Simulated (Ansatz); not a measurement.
Harmonic frequencies (cm⁻¹) at PBE0-D4/def2-TZVP from Ansatz: 228, 228, 283, 703, 703, 739, 765, 765, 2272.

(1) Which molecule is it?
A. `[Cl][GeH2][I]`
B. `[F][Ge]([F])([F])[GeH3]`
C. `[F][GeH]([F])[F]`
D. `O=C=[N][Ge]([F])([F])[F]`

## Answers

(1) C.
